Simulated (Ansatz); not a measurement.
A made-up structure of CH₂SeSi, closed shell:

C1  (-1.075, -1.155, 0.313)
Si2  (0.184, -0.352, -0.384)
Se3  (0.761, 1.709, 0.314)
H4  (-1.729, -2.007, 0.415)
H5  (1.160, -1.202, -0.968)
(Å)

It is relaxed with PBE-D4/def2-SVP and then PBE0-D4/def2-TZVP (Ansatz 0.2.0). Atoms count as bonded within 1.22 times the sum of their covalent radii (H–H: 0.88 Å). The end point is not checked to be a true minimum.

(1) Does its bonding change? (Judge from chemistry; the calculation decides.)

Results:

(1) The calculation gives: Yes. Formed: C1–Se3; broken: none.

Where it ends: The first stage lowers the energy by 2.23 eV in 20 steps. It ends as CH₂SeSi ([CH]1[SiH][Se]1):
| atom | x (Å) | y (Å) | z (Å) |
| --- | --- | --- | --- |
| C1 | -0.7472 | -0.6946 | 0.2012 |
| Si2 | 0.2902 | -0.5075 | -1.3054 |
| Se3 | -0.1719 | 0.9016 | 0.7635 |
| H4 | -1.4542 | -1.3080 | 0.7519 |
| H5 | 1.3842 | -1.3987 | -0.7204 |

Labels in which every atom is bracketed show which atoms are joined, not bond orders.

For scale, one of the runs: PBE0-D4/def2-TZVP relaxation, 128 basis functions, launched by `ansatz run in.yaml --threads 2 --pin off --events-out ev --progress --plain --max-ram 4352MiB`. Hardware: 2 CPU threads of an Arm Neoverse V1, shared host. Wall time about 31 s.
